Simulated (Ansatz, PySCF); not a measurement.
Gas-phase reaction (SMILES): NB(N)F + O (H2O) → NB(N)O [diaminoborinic acid] + F (HF); water cleaves one B-F bond, a model of a ligand-exchange step.

Each molecule is optimised on its own at B3LYP-D3(BJ)/def2-TZVP (Ansatz, a quantum-chemistry and plane-wave program), one conformer each, not searched for the lowest. Valence correlation only, unless marked. No spin-orbit coupling. No relativistic terms. Basis-set limits of correlation are two-point, X^-3; Hartree-Fock from the larger set. Thermal terms are rigid-rotor harmonic-oscillator values from B3LYP-D3(BJ) frequencies (Ansatz or PySCF) at 298.15 K and 1 atm. 1 Eh = 627.5095 kcal/mol.

```tsv
species	E, CCSD(T)/CBS(cc-pVTZ,cc-pVQZ) (Ansatz) (Eh)	E, wB97X-V/def2-TZVPD (Ansatz) (Eh)	H - E (Eh)	G - E (Eh)
NB(N)F	-236.54350	-236.78480	0.06612	0.03359
O (H2O)	-76.37426	-76.43464	0.02495	0.00353
NB(N)O	-212.51342	-212.75043	0.07821	0.04321
F (HF)	-100.39146	-100.45520	0.01259	-0.00713
```

Q: Work out ΔE and ΔH, ΔG, ΔS and the equilibrium constant at 298.15 K at the first level, then ΔH at the second.

A: 
1. ΔE = [(-212.51342) + (-100.39146)] - [(-236.54350) + (-76.37426)] = 0.01288 Eh = 8.1 kcal/mol at CCSD(T)/CBS(cc-pVTZ,cc-pVQZ).
2. The terms H - E add up to -0.00027 Eh, so ΔH = (0.01288 + (-0.00027))×627.5095 = 7.9 kcal/mol.
3. The terms G - E add up to -0.00104 Eh, so ΔG = 7.4 kcal/mol, and ΔS = (-0.00027 - (-0.00104))×627509.5/298.15 = 1.6 cal/(mol K).
4. log10 K = -ΔG/(RT ln 10) = -5.4, with RT ln 10 = 1.3642 kcal/mol.
5. At wB97X-V/def2-TZVPD the same steps give ΔE = 8.7 and ΔH = 8.5 kcal/mol, a shift of +0.6 from the first level.
6. These values are not checked against measurement here, since the tables used lack a sound gas-phase enthalpy of formation for at least one species.
